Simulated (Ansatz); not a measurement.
The cluster K₃I₂⁺ (the lowest singlet isomer of a short search), 5 atoms. Hardware: 4 threads of Intel Xeon on a shared host.

In the def2 sets I takes a core potential; there is no spin–orbit coupling. Correlated methods freeze 23 core orbitals; core or outer-core shells of K, I are correlated, in sets that lack core-valence functions.

Q: How many basis functions does each of these Ansatz runs have, and roughly what does it cost? HF/STO-3G, charge 1 singlet, energy; PBE-D4/def2-SVP, charge 1 singlet, energy, from earlier orbitals; CCSD(T)/def2-SVP, charge 1 singlet, energy, from earlier orbitals; PBE0-D4/def2-SVP, charge 1 singlet, energy, from earlier orbitals; B2PLYP/def2-TZVP, charge 1 singlet, energy, from earlier orbitals; B3LYP-D4/def2-TZVP, charge 1 singlet, energy, from earlier orbitals; r2SCAN-D4/def2-SVP, charge 1 singlet, relaxation, 5 steps; PBE0-D4/def2-TZVP, charge 1 singlet, energy, from earlier orbitals; PBE-D4/def2-TZVP, charge 1 singlet, energy and forces, from earlier orbitals; r2SCAN-D4/def2-TZVP, charge 1 singlet, energy, from earlier orbitals; HSE06-D4/def2-TZVP, charge 1 singlet, energy, from earlier orbitals; MP2/def2-TZVP, charge 1 singlet, energy, from earlier orbitals.

A: Other jobs shared the machine, so times can vary by a factor of up to 3. A dash marks memory too small to be measured apart from the calling script's.

| run | functions | fitting or Cholesky vectors | wall time | peak host memory (GiB) |
| --- | --- | --- | --- | --- |
| HF/STO-3G, charge 1 singlet, energy | 93 | 1051 | 2.8 s | – |
| PBE-D4/def2-SVP, charge 1 singlet, energy, from earlier orbitals | 124 | 1460 | 3.9 s | – |
| PBE-D4/def2-TZVP, charge 1 singlet, energy and forces, from earlier orbitals | 199 | 1709 | 7 s | – |
| PBE0-D4/def2-SVP, charge 1 singlet, energy, from earlier orbitals | 124 | 1352 | 7.5 s | – |
| r2SCAN-D4/def2-TZVP, charge 1 singlet, energy, from earlier orbitals | 199 | 1709 | 9.5 s | – |
| PBE0-D4/def2-TZVP, charge 1 singlet, energy, from earlier orbitals | 199 | 1898 | 11 s | 0.9 |
| B3LYP-D4/def2-TZVP, charge 1 singlet, energy, from earlier orbitals | 199 | 1797 | 11 s | 0.87 |
| HSE06-D4/def2-TZVP, charge 1 singlet, energy, from earlier orbitals | 199 | 1898 | 12 s | 0.93 |
| MP2/def2-TZVP, charge 1 singlet, energy, from earlier orbitals | 199 | 1932 | 16 s | 0.65 |
| B2PLYP/def2-TZVP, charge 1 singlet, energy, from earlier orbitals | 199 | 1932 | 17 s | 0.72 |
| r2SCAN-D4/def2-SVP, charge 1 singlet, relaxation, 5 steps | 124 | 1460 | 29 s | – |
| CCSD(T)/def2-SVP, charge 1 singlet, energy, from earlier orbitals | 124 | 1352 | 35 s | 0.79 |
